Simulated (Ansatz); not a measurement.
`B/C(Br)=C\F` from Hartree–Fock to CCSD(T)

```xyz
8

B    -1.247    0.442   -0.182
C     0.262    0.221   -0.275
Br    1.316    1.226   -1.497
C     0.947   -0.661    0.463
F     0.358   -1.434    1.356
H    -1.870   -0.210    0.598
H    -1.784    1.249   -0.874
H     2.018   -0.833    0.410
```

Charge 0, multiplicity 1. Correlated methods include outer-core shells of Br, which these sets cover unevenly. Scalar relativity is left out up to krypton. Geometry: relaxed with PBE0-D4/def2-TZVP. Frozen core, restricted reference, the Gaussian-basis code of Ansatz.

```json
{"basis": "def2-SVP", "HF (Eh)": "-2773.49861", "MP2 corr.": "-0.75209", "CCSD corr.": "-0.78346", "(T)": "-0.02301", "CCSD(T) total": "-2774.30508"}
{"basis": "def2-TZVPP", "HF (Eh)": "-2774.05521", "MP2 corr.": "-0.93403", "CCSD corr.": "-0.96044", "(T)": "-0.03838", "CCSD(T) total": "-2775.05403"}
{"basis": "def2-QZVPP", "HF (Eh)": "-2774.11330", "MP2 corr.": "-1.30210", "CCSD corr.": "–", "(T)": "–", "CCSD(T) total": "–"}
```
